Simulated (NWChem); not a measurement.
System meant: C3H2BNO2; SMILES C#CB(O)N=C=O

The following NWChem deck was run.

```
start job
memory heap 200 mb stack 900 mb global 1100 mb
geometry units angstroms noautoz
  C     -1.896621     2.104829     0.094397
  C     -1.370058     1.008179     0.118831
  B     -0.715616    -0.387030     0.146915
  O     -1.440737    -1.506968     0.361043
  N      0.686477    -0.528093    -0.056327
  C      1.848888    -0.323641    -0.253406
  O      2.989281    -0.166988    -0.442766
  H     -2.354525     3.078241     0.070178
  H     -2.376306    -1.317770     0.487390
end
basis spherical
  * library def2-svp
end
dft
  odft
  mult 2
  xc pbe0
  iterations 150
  mulliken
end
task dft energy
```

End of the output:

```
                                 NWChem DFT Module
                                 -----------------

 Summary of "ao basis" -> "ao basis" (spherical)
 ------------------------------------------------------------------------------
       Tag                 Description            Shells   Functions and Types
 ---------------- ------------------------------  ------  ---------------------
 C                          def2-svp                 6       14   3s2p1d
 B                          def2-svp                 6       14   3s2p1d
 O                          def2-svp                 6       14   3s2p1d
 N                          def2-svp                 6       14   3s2p1d
 H                          def2-svp                 3        5   2s1p

 Summary of "ao basis" -> "ao basis" (spherical)
 ------------------------------------------------------------------------------
       Tag                 Description            Shells   Functions and Types
 ---------------- ------------------------------  ------  ---------------------
 C                          def2-svp                 6       14   3s2p1d
 B                          def2-svp                 6       14   3s2p1d
 O                          def2-svp                 6       14   3s2p1d
 N                          def2-svp                 6       14   3s2p1d
 H                          def2-svp                 3        5   2s1p

  number of electrons :                   48
  multiplicity        :                    2
 ------------------------------------------------------------------------
  no. of electrons and multiplicity not compatible                  48
 ------------------------------------------------------------------------
 ------------------------------------------------------------------------
  current input line :
    24: task dft energy
 ------------------------------------------------------------------------
 ------------------------------------------------------------------------
 There is an error in the input file
 ------------------------------------------------------------------------
 For more information see the NWChem manual at https://nwchemgit.github.io

0: no. of electrons and multiplicity not compatible:Received an Error in Communication
```

Question: What is wrong, and how is it mended?

Answer: The program refused the input. Cause: the multiplicity doesn't fit the number of electrons (an even count wants an odd multiplicity, and the reverse). This input runs:
```
start job
memory heap 200 mb stack 900 mb global 1100 mb
geometry units angstroms noautoz
  C     -1.896621     2.104829     0.094397
  C     -1.370058     1.008179     0.118831
  B     -0.715616    -0.387030     0.146915
  O     -1.440737    -1.506968     0.361043
  N      0.686477    -0.528093    -0.056327
  C      1.848888    -0.323641    -0.253406
  O      2.989281    -0.166988    -0.442766
  H     -2.354525     3.078241     0.070178
  H     -2.376306    -1.317770     0.487390
end
basis spherical
  C library def2-svp
  B library def2-svp
  O library def2-svp
  N library def2-svp
  H library def2-svp
end
dft
  xc pbe0
  iterations 150
  mulliken
end
task dft energy
```
It converges to -344.96726 Ha (PBE0/def2-SVP).
